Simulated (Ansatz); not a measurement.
`O=CSS` and `O=C[S][GaH2]` differ in one atom or group.

Ansatz, PBE0-D4/def2-TZVP geometries, multiplicity 1. Each molecule was computed in one conformer, which needn't be the lowest.

Scalar relativity is left out up to krypton.

```csv
property,`O=CSS`
LUMO energy (PBE/def2-TZVPP) / eV,-2.28
zero-point energy (PBE0-D4/def2-TZVP) / kJ/mol,78.0
HOMO–LUMO gap (ωB97M-V/def2-TZVPP) / eV,10.72
size of the dipole moment (ωB97M-V/def2-TZVPP) / D,1.64
HOMO–LUMO gap (B3LYP/def2-TZVPP) / eV,5.88
HOMO energy (PBE0/def2-TZVPP) / eV,-7.59
```

Task: Give the same properties after the change, and the shifts. (Estimate.)

Result: The calculation gave: 
```tsv
property	`O=C[S][GaH2]`	shift
LUMO energy (PBE/def2-TZVPP) / eV	-2.82	-0.54
zero-point energy (PBE0-D4/def2-TZVP) / kJ/mol	89.8	11.8
HOMO–LUMO gap (ωB97M-V/def2-TZVPP) / eV	9.85	-0.87
size of the dipole moment (ωB97M-V/def2-TZVPP) / D	3.50	1.86
HOMO–LUMO gap (B3LYP/def2-TZVPP) / eV	5.36	-0.52
HOMO energy (PBE0/def2-TZVPP) / eV	-7.88	-0.29
```

With PBE0 the HOMO falls by 0.29 eV and the LUMO falls by 0.77 eV, so the gap narrows by about 0.48 eV. PBE moves the HOMO by -0.14 eV and ωB97M-V by -0.37 eV. The zero-point energy changes by 11.8 kJ/mol with +3 modes. Dipoles are sizes alone; their direction can turn.

B3LYP here is the variant with VWN-RPA as its local correlation; programs differ in this.
